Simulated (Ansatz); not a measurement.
`BB(C)CC` + H–F → `CCB(C)F` + BH₃  (cleavage of the B–B bond)

Program: Ansatz. Geometries: PBE0-D4/def2-TZVP. ΔE: electronic, gas phase. CCSD(T)/CBS is the MP2 limit (def2-TZVPP, def2-QZVPP) plus CCSD(T) − MP2 in def2-TZVPP, frozen cores. This one scheme is used for every species. Functionals use def2-TZVPP. One conformer a species, not always the lowest.

`BB(C)CC`:

Z-matrix (Å, degrees):
```
C
B 1 1.575
H 1 1.100 2 105.5
H 1 1.094 2 113.1 3 -115.8
H 1 1.092 2 115.8 3 117.0
C 2 1.574 1 117.8 3 90.4
B 2 1.654 1 120.2 3 -89.7
C 6 1.524 2 118.4 1 -164.1
H 6 1.104 2 102.8 1 74.7
H 6 1.098 2 109.8 1 -35.1
H 7 1.201 2 122.7 1 85.7
H 7 1.202 2 122.1 1 -93.4
H 8 1.093 6 111.2 2 63.4
H 8 1.093 6 112.3 2 -176.3
H 8 1.094 6 111.3 2 -56.0
```

H–F:

Cartesian coordinates in Å:
```
F 0.016 0.039 -0.458
H -0.016 -0.039 0.458
```

`CCB(C)F`:

Cartesian coordinates in Å:
```
C -1.569 -1.175 -0.371
C -0.782 0.109 -0.148
B 0.749 -0.039 0.137
C 1.729 1.150 0.405
F 1.275 -1.270 0.157
H -2.626 -0.976 -0.564
H -1.177 -1.737 -1.222
H -1.509 -1.833 0.499
H -1.209 0.691 0.681
H -0.884 0.785 -1.009
H 2.554 1.128 -0.316
H 2.193 1.035 1.391
H 1.255 2.131 0.360
```

BH₃:

Z-matrix (Å, degrees):
```
B
H 1 1.193
H 1 1.193 2 120.0
H 1 1.193 2 120.0 3 180.0
```

```tsv
level	ΔE (kJ/mol)	difference from CCSD(T)/CBS
PBE-D4	-147.3	12.1
r2SCAN-D4	-162.0	-2.6
ωB97X-V	-166.8	-7.4
ωB97M-V	-168.8	-9.4
B2PLYP	-171.9	-12.5
PBE	-151.4	8.0
r2SCAN	-163.3	-3.9
HF/def2-TZVPP	-193.2	-33.8
MP2/def2-TZVPP	-166.2	-6.8
CCSD/def2-TZVPP	-167.8	-8.4
CCSD(T)/def2-TZVPP	-165.2	-5.8
HF/def2-QZVPP	-192.8	-33.4
MP2/def2-QZVPP	-162.6	-3.2
SCS-MP2/def2-QZVPP	-168.4	-9.0
HF/CBS(def2)	-192.8	-33.4
CCSD/CBS(def2)	-161.9	-2.5
CCSD(T)/CBS	-159.4	0
```

Largest T1 diagnostic among the species: 0.011.

From PBE to PBE0 (25 % exact exchange), in def2-TZVPP and without D4, ΔE moves by −5.2 kJ/mol. In def2-TZVPP, CCSD(T) changes the Hartree–Fock value by +28.0 kJ/mol (the triples alone add +2.6 kJ/mol) and MP2 by +27.1 kJ/mol.
